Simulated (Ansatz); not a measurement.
Cost and result for the atomization energy of C$_{2}$H$_{5}$GeN, SMILES `NC#[C][GeH3]` (9 atoms, 8 bonds).

```json
{"atom": "N1", "x (Å)": "1.104", "y (Å)": "-2.105", "z (Å)": "-0.692"}
{"atom": "C2", "x (Å)": "0.505", "y (Å)": "-0.967", "z (Å)": "-0.321"}
{"atom": "C3", "x (Å)": "-0.081", "y (Å)": "0.036", "z (Å)": "0.022"}
{"atom": "Ge4", "x (Å)": "-0.996", "y (Å)": "1.591", "z (Å)": "0.564"}
{"atom": "H5", "x (Å)": "1.380", "y (Å)": "-2.158", "z (Å)": "-1.660"}
{"atom": "H6", "x (Å)": "1.812", "y (Å)": "-2.452", "z (Å)": "-0.063"}
{"atom": "H7", "x (Å)": "-0.643", "y (Å)": "2.753", "z (Å)": "-0.378"}
{"atom": "H8", "x (Å)": "-2.515", "y (Å)": "1.359", "z (Å)": "0.530"}
{"atom": "H9", "x (Å)": "-0.567", "y (Å)": "1.944", "z (Å)": "1.996"}
```

Total charge 0; spin multiplicity 1. Correlated methods include outer-core shells of Ge, which these sets cover unevenly. Scalar relativity is left out up to krypton. All single points use the PBE0-D4/def2-TZVP geometry. It is one conformer, not always the lowest. Program: Ansatz. All runs use 2 threads of an Arm Neoverse V1 on a shared host. Times are those of one run each, without the atoms' runs, and a repeat can differ threefold. Electronic energies, without spin–orbit coupling; frozen cores. CCSD(T)/CBS adds CCSD(T) − MP2 in def2-TZVPP to the MP2 limit, and its time is that of the two runs behind it. T1 = 0.012. With those shells the extrapolation isn't a true limit. HSE06 is the plane-wave form, built on full-range PBE exchange.

CCSD(T)/CBS is a level of theory with its own doubt, some kJ/mol a heavy atom from the limit and from the frozen cores, so smaller differences don't rank the functionals.

```csv
level,functions,wall time
PBE-D4/def2-TZVPP (with forces),211,3.1 s
PBE0-D4/def2-TZVPP,211,3.4 s
HSE06-D4/def2-TZVPP,211,3.9 s
r2SCANh-D4/def2-TZVPP,211,5.5 s
r2SCAN-D4/def2-TZVPP (with forces),211,6 s
B2PLYP/def2-TZVPP,211,7 s
CCSD(T)/def2-SVP,99,7 s
ωB97X-V/def2-TZVPP,211,10 s
B97M-V/def2-TZVPP,211,11 s
ωB97M-V/def2-TZVPP (with forces),211,15 s
MP2/def2-QZVPP,410,27 s
CCSD(T)/def2-TZVPP,211,2.3 min
CCSD(T)/CBS(def2),–,2.8 min
```

Question: What atomization energy does each give, and how far from CCSD(T)/CBS? (Estimate.)

Answer: Ansatz gave: 
| level | atomization (kJ/mol) | difference from CCSD(T)/CBS | per bond |
| --- | --- | --- | --- |
| PBE-D4/def2-TZVPP (with forces) | 3272.1 | 82.7 | 10.3 |
| PBE0-D4/def2-TZVPP | 3198.7 | 9.3 | 1.2 |
| HSE06-D4/def2-TZVPP | 3200.8 | 11.4 | 1.4 |
| r2SCANh-D4/def2-TZVPP | 3166.1 | -23.3 | -2.9 |
| r2SCAN-D4/def2-TZVPP (with forces) | 3190.8 | 1.4 | 0.2 |
| B2PLYP/def2-TZVPP | 3165.6 | -23.8 | -3.0 |
| CCSD(T)/def2-SVP | 3002.2 | -187.2 | -23.4 |
| ωB97X-V/def2-TZVPP | 3200.9 | 11.5 | 1.4 |
| B97M-V/def2-TZVPP | 3210.4 | 21.0 | 2.6 |
| ωB97M-V/def2-TZVPP (with forces) | 3190.1 | 0.7 | 0.1 |
| MP2/def2-QZVPP | 3205.9 | 16.5 | 2.1 |
| CCSD(T)/def2-TZVPP | 3108.4 | -81.0 | -10.1 |
| CCSD(T)/CBS(def2) | 3189.4 | 0.0 | 0.0 |

In def2-TZVPP, CCSD(T) changes the Hartree–Fock value by +901.7 kJ/mol (the triples alone add +58.8 kJ/mol) and MP2 by +951.8 kJ/mol; breaking electron pairs costs correlation energy, which Hartree–Fock lacks. From r2SCAN to r2SCAN0 (25 % exact exchange), in def2-TZVPP and without D4, the atomization energy moves by −60.9 kJ/mol: exact exchange takes away binding that semilocal exchange gives to molecules. Leaving LDA and LC-ωPBE aside and taking each functional with its dispersion term where it has one, the values, not all of them listed here, spread over 188.6 kJ/mol, from BHLYP-D4 to PBE-D4. LDA lies +438.6 kJ/mol from PBE without D4, its usual overbinding.
